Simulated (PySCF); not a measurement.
Compound: C₅H₁₂NPS.
Structure used (GFN2-xTB), in Å, numbered top down from 1:
```
atom  x, y, z in Å
C1    -2.1440   -0.2276   -1.1034
P2    -0.7304   -0.3776    0.0752
N3    -0.8103   -1.3378    1.2958
C4    -0.2775    1.4036    0.3747
C5     1.0186    1.4125    1.1625
S6     2.4232    0.8694    0.1426
C7     1.9391   -0.8639   -0.1164
C8     0.6681   -0.9693   -0.9385
H9    -1.8910    0.3666   -1.9772
H10   -2.9827    0.2326   -0.5809
H11   -2.4323   -1.2337   -1.4060
H12   -1.5655   -1.1702    1.9445
H13   -0.1692    1.9541   -0.5610
H14   -1.0789    1.8638    0.9634
H15    0.9512    0.7363    2.0187
H16    1.2790    2.4132    1.5080
H17    1.7950   -1.3274    0.8604
H18    2.7870   -1.3269   -0.6218
H19    0.4654   -2.0164   -1.1816
H20    0.7501   -0.3906   -1.8619
```

Computed at PBE0/pcSseg-1 (PySCF, non-relativistic), with Q(14N) = 0.02044 b, Q(33S) = −0.0678 b: N3, 14N (I = 1): χzz = 3.125 MHz, η = 0.782; S6, 33S (I = 3/2): χzz = 47.91 MHz, η = 0.593.

Question: Find the zero-field quadrupole resonance frequencies of 14N at N3.

Answer: From ν± = (3/4)|χ|(1 ± η/3) and ν0 = |χ|η/2: ν+ 2.954 MHz, ν− 1.733 MHz, ν0 1.221 MHz (nitrogen bonded to P and H).

Question: Where would the pure quadrupole (NQR) lines of 33S at S6 fall for the rigid, isolated species?

Answer: From ν = (|χ|/2)√(1 + η²/3): ν = 25.32 MHz (sulfide sulfur).

In a crystal, neighbours and librations shift these lines. GFN2-xTB bond lengths can be off by several hundredths of an ångström, more for odd bonds, and the gradients follow them. The small basis limits the accuracy of the gradients.

One conformer stands for the species.
